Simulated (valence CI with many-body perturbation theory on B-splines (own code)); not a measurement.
**E1 transitions of Hf⁵⁷⁺**

Method: valence CI with perturbative core correlation (CI+MBPT): five valence electrons over a frozen Dirac-Fock core [Ne], radial functions for each j: 11 s, 11 p, 10 d, 8 f, 5 g, 2 h, with the one-electron correlation potential Σ1, the two-electron term Σ2, the three-electron term Σ3, Breit, model QED; selected CI, second order for the rest, scaled by the run's own slope (own B-spline code, finite nucleus).

No measured spectrum was set against this ion. As an estimate, large intervals hold to a few tenths of a per cent, small ones and those within an open d or f shell to about a per cent. Among the levels kept, up to 3100 cm⁻¹ of a level comes from second order outside the variational space, and about a tenth of that is noise between levels of different J, which matters for small intervals.

Lines 151 to 200 of 550 in falling wavelength, among levels below 1237.5 eV, chosen from the strongest by gf and those to the six lowest levels. Wavelengths and rates use the calculated energies. Electric multipoles are in the length gauge, E1 and E2 with the static RPA response of the core. Weak lines are less certain than strong ones. Lines between different terms over intervals too small for the method are left out, as are lines whose strength nearly cancels. The highest levels of a list are the least certain.

Levels are named by their leading jj configuration (3d3/2^4 stands for four electrons in 3d with j = 3/2), which in mixed levels can hold well under half, so a name can repeat and another be missing. Letters in brackets count levels of one name in rising energy.

| λ vac (nm) | Upper | Lower | A (s⁻¹) | S (a.u.) |
| --- | --- | --- | --- | --- |
| 4.006 | (3s^2 3p1/2 3d3/2 3d5/2) J=5/2 [a] | (3s^2 3p1/2 3p3/2 3d3/2) J=3/2 [a] | 1.41e+11 | 2.69e-02 |
| 4.005 | (3s 3p1/2 3p3/2^2 3d5/2) J=1/2 [c] | (3s 3p1/2 3p3/2^3) J=3/2 [b] | 1.68e+11 | 1.07e-02 |
| 4.002 | (3s 3p1/2 3p3/2^2 3d5/2) J=5/2 [c] | (3s 3p1/2 3p3/2^3) J=5/2 | 4.73e+10 | 8.98e-03 |
| 3.999 | (3s^2 3p3/2 3d3/2 3d5/2) J=3/2 [b] | (3s^2 3p3/2^2 3d3/2) J=3/2 [b] | 2.73e+11 | 3.45e-02 |
| 3.992 | (3s 3p1/2^2 3d3/2 3d5/2) J=7/2 [a] | (3s 3p1/2^2 3p3/2 3d3/2) J=5/2 [a] | 1.64e+11 | 4.13e-02 |
| 3.991 | (3s^2 3p3/2 3d3/2^2) J=3/2 [b] | (3s 3p1/2 3p3/2^3) J=3/2 [b] | 5.85e+10 | 7.34e-03 |
| 3.990 | (3s^2 3p1/2 3d3/2 3d5/2) J=9/2 | (3s^2 3p1/2 3p3/2 3d3/2) J=7/2 | 2.44e+11 | 7.66e-02 |
| 3.989 | (3s^2 3p1/2 3d3/2 3d5/2) J=3/2 [b] | (3s^2 3p1/2 3p3/2 3d3/2) J=3/2 [b] | 5.20e+10 | 6.52e-03 |
| 3.987 | (3s 3p1/2 3p3/2^2 3d5/2) J=3/2 [a] | (3s 3p1/2 3p3/2^3) J=3/2 [a] | 1.45e+11 | 1.81e-02 |
| 3.983 | (3s^2 3p1/2 3d3/2 3d5/2) J=3/2 [b] | (3s^2 3p1/2 3p3/2 3d3/2) J=1/2 [b] | 1.68e+11 | 2.09e-02 |
| 3.980 | (3s^2 3p3/2 3d5/2^2) J=5/2 | (3s^2 3p3/2^2 3d5/2) J=7/2 | 1.05e+11 | 1.96e-02 |
| 3.974 | (3s 3p1/2 3p3/2^2 3d5/2) J=1/2 [c] | (3s 3p1/2 3p3/2^3) J=1/2 | 2.23e+11 | 1.38e-02 |
| 3.967 | (3s^2 3p1/2 3d5/2^2) J=7/2 | (3s^2 3p1/2 3p3/2 3d5/2) J=5/2 [a] | 2.65e+10 | 6.54e-03 |
| 3.965 | (3s^2 3p1/2 3d3/2 3d5/2) J=5/2 [a] | (3s^2 3p1/2 3p3/2 3d3/2) J=5/2 [a] | 1.19e+11 | 2.20e-02 |
| 3.964 | (3s 3p1/2^2 3d5/2^2) J=1/2 | (3s 3p1/2^2 3p3/2 3d5/2) J=3/2 [b] | 2.89e+11 | 1.77e-02 |
| 3.961 | (3s 3p1/2^2 3d5/2^2) J=5/2 | (3s 3p1/2^2 3p3/2 3d5/2) J=3/2 [a] | 4.54e+10 | 8.35e-03 |
| 3.960 | (3s^2 3p3/2 3d5/2^2) J=7/2 | (3s^2 3p3/2^2 3d5/2) J=9/2 | 8.67e+10 | 2.13e-02 |
| 3.959 | (3s^2 3p1/2 3p3/2 3d5/2) J=1/2 | (3s^2 3p1/2 3p3/2^2) J=1/2 | 3.57e+11 | 2.19e-02 |
| 3.958 | (3s 3p1/2^2 3p3/2 3d5/2) J=7/2 [a] | (3s 3p1/2^2 3p3/2^2) J=5/2 | 2.47e+11 | 6.04e-02 |
| 3.957 | (3s 3p1/2^2 3d3/2 3d5/2) J=5/2 [a] | (3s 3p1/2^2 3p3/2 3d3/2) J=3/2 [a] | 1.74e+11 | 3.19e-02 |
| 3.945 | (3s 3p1/2^2 3p3/2 3d5/2) J=5/2 [b] | (3s 3p1/2^2 3p3/2^2) J=3/2 | 3.80e+11 | 6.92e-02 |
| 3.941 | (3s^2 3p1/2 3d5/2^2) J=1/2 | (3s^2 3p1/2 3p3/2 3d5/2) J=1/2 | 1.43e+11 | 8.62e-03 |
| 3.940 | (3s 3p1/2^2 3d5/2^2) J=5/2 | (3s 3p1/2^2 3p3/2 3d5/2) J=7/2 [a] | 5.50e+10 | 9.95e-03 |
| 3.939 | (3s 3p1/2^2 3p3/2 3d5/2) J=3/2 [b] | (3s 3p1/2^2 3p3/2^2) J=1/2 | 1.83e+11 | 2.21e-02 |
| 3.937 | (3s^2 3p1/2 3d3/2 3d5/2) J=7/2 [b] | (3s^2 3p1/2 3p3/2 3d3/2) J=5/2 [b] | 2.85e+11 | 6.86e-02 |
| 3.936 | (3s^2 3p1/2 3p3/2 3d5/2) J=5/2 [b] | (3s^2 3p1/2 3p3/2^2) J=5/2 | 1.05e+11 | 1.89e-02 |
| 3.935 | (3s^2 3p3/2 3d5/2^2) J=7/2 | (3s^2 3p3/2^2 3d5/2) J=7/2 | 8.86e+10 | 2.13e-02 |
| 3.934 | (3s 3p1/2 3p3/2^2 3d5/2) J=5/2 [b] | (3s 3p1/2 3p3/2^3) J=3/2 [a] | 1.43e+11 | 2.57e-02 |
| 3.933 | (3s 3p1/2 3p3/2^2 3d5/2) J=3/2 [d] | (3s 3p1/2 3p3/2^3) J=3/2 [b] | 2.04e+11 | 2.45e-02 |
| 3.926 | (3s^2 3p1/2 3d3/2 3d5/2) J=3/2 [a] | (3s^2 3p1/2 3p3/2 3d3/2) J=3/2 [a] | 1.77e+11 | 2.12e-02 |
| 3.925 | (3s^2 3p1/2 3p3/2 3d5/2) J=7/2 [b] | (3s^2 3p1/2 3p3/2^2) J=5/2 | 4.21e+11 | 1.01e-01 |
| 3.924 | (3s^2 3p1/2 3d3/2 3d5/2) J=3/2 [a] | (3s^2 3p1/2 3p3/2 3d3/2) J=1/2 [a] | 1.04e+11 | 1.24e-02 |
| 3.918 | (3s^2 3p1/2 3d5/2^2) J=9/2 | (3s^2 3p1/2 3p3/2 3d5/2) J=9/2 | 1.11e+11 | 3.31e-02 |
| 3.912 | (3s^2 3p3/2 3d3/2 3d5/2) J=5/2 [d] | (3s^2 3p3/2^2 3d3/2) J=3/2 [b] | 3.16e+11 | 5.60e-02 |
| 3.908 | (3s 3p1/2 3p3/2^2 3d5/2) J=5/2 [d] | (3s 3p1/2 3p3/2^3) J=5/2 | 1.77e+11 | 3.13e-02 |
| 3.905 | (3s 3p1/2^2 3d3/2 3d5/2) J=3/2 [a] | (3s 3p1/2^2 3p3/2 3d3/2) J=1/2 [a] | 1.61e+11 | 1.90e-02 |
| 3.900 | (3s^2 3p1/2 3d3/2 3d5/2) J=1/2 | (3s^2 3p1/2 3p3/2 3d3/2) J=1/2 [a] | 2.65e+11 | 1.55e-02 |
| 3.896 | (3s 3p1/2 3p3/2^2 3d5/2) J=7/2 [d] | (3s 3p1/2 3p3/2^3) J=5/2 | 3.24e+10 | 7.58e-03 |
| 3.895 | (3s^2 3p1/2 3d5/2^2) J=1/2 | (3s^2 3p1/2 3p3/2 3d5/2) J=3/2 [b] | 4.36e+11 | 2.54e-02 |
| 3.891 | (3s^2 3p3/2 3d5/2^2) J=9/2 | (3s^2 3p3/2^2 3d5/2) J=9/2 | 3.36e+11 | 9.76e-02 |
| 3.886 | (3s^2 3p3/2 3d3/2 3d5/2) J=1/2 [b] | (3s^2 3p3/2^2 3d3/2) J=3/2 [b] | 3.99e+11 | 2.31e-02 |
| 3.885 | (3s 3p1/2^2 3d3/2 3d5/2) J=9/2 | (3s 3p1/2^2 3p3/2 3d3/2) J=7/2 | 2.45e+11 | 7.09e-02 |
| 3.880 | (3s 3p1/2^2 3d3/2 3d5/2) J=3/2 [a] | (3s 3p1/2^2 3p3/2 3d3/2) J=3/2 [a] | 5.73e+10 | 6.61e-03 |
| 3.875 | (3s 3p1/2^2 3d5/2^2) J=1/2 | (3s 3p1/2^2 3p3/2 3d5/2) J=1/2 | 1.36e+11 | 7.82e-03 |
| 3.870 | (3s^2 3p3/2 3d3/2 3d5/2) J=7/2 [c] | (3s^2 3p3/2^2 3d3/2) J=5/2 | 5.26e+11 | 1.20e-01 |
| 3.869 | (3s 3p1/2 3p3/2^2 3d5/2) J=5/2 [f] | (3s 3p1/2 3p3/2^3) J=3/2 [b] | 5.19e+11 | 8.89e-02 |
| 3.867 | (3s^2 3p3/2 3d5/2^2) J=9/2 | (3s^2 3p3/2^2 3d5/2) J=7/2 | 2.61e+11 | 7.46e-02 |
| 3.852 | (3s^2 3p3/2^2 3d5/2) J=3/2 | (3s^2 3p3/2^3) J=3/2 | 5.70e+11 | 6.43e-02 |
| 3.849 | (3s^2 3p1/2 3d5/2^2) J=3/2 | (3s^2 3p1/2 3p3/2 3d5/2) J=5/2 [a] | 9.41e+10 | 1.06e-02 |
| 3.849 | (3s 3p1/2 3p3/2^2 3d5/2) J=3/2 [e] | (3s 3p1/2 3p3/2^3) J=3/2 [b] | 2.06e+11 | 2.32e-02 |
